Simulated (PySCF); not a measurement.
Nuclear repulsion and electron count by hand

System: HCl$_{3}$Ge, charge -1, doublet, geometry from GFN2-xTB (a state made from the parent by changing its charge; the spin is typed, not shown lowest). Level: CAMB3LYP/cc-pVDZ (PySCF). Sums are taken with unrounded values, so a last digit can differ.

Coordinates (Å):

```
atom         x         y         z
----  --------  --------  --------
Ge1    0.18962   0.14466   0.11687
Cl2   -0.81013   2.36575  -0.06066
Cl3    2.01410  -1.47877   0.11575
Cl4   -1.55984  -1.16332  -0.38023
H5    -0.01799   0.06880   1.78739
```

Question: Work out the nuclear repulsion energy and the numbers of alpha and beta electrons.

Answer: In atomic units each pair adds Z_i Z_j / r_ij, with r in bohr (1 bohr = 0.529177 Å).
| pair | r (Å) | r (bohr) | Z_i Z_j | term (Eh) |
|---|---|---|---|---|
| Ge1-Cl2 | 2.4422 | 4.6151 | 544 | 117.8749 |
| Ge1-Cl3 | 2.4422 | 4.6151 | 544 | 117.8749 |
| Ge1-Cl4 | 2.2402 | 4.2334 | 544 | 128.5029 |
| Ge1-H5 | 1.6851 | 3.1843 | 32 | 10.0492 |
| Cl2-Cl3 | 4.7737 | 9.0209 | 289 | 32.0367 |
| Cl2-Cl4 | 3.6220 | 6.8445 | 289 | 42.2237 |
| Cl2-H5 | 3.0527 | 5.7687 | 17 | 2.9469 |
| Cl3-Cl4 | 3.6220 | 6.8445 | 289 | 42.2237 |
| Cl3-H5 | 3.0527 | 5.7687 | 17 | 2.9469 |
| Cl4-H5 | 2.9315 | 5.5398 | 17 | 3.0687 |
The sum is 499.7486 Eh; PySCF gives 499.7486 Eh. The atomic numbers add up to 84, so at charge -1 there are 85 electrons; multiplicity 2 means 1 unpaired, so 43 alpha and 42 beta.
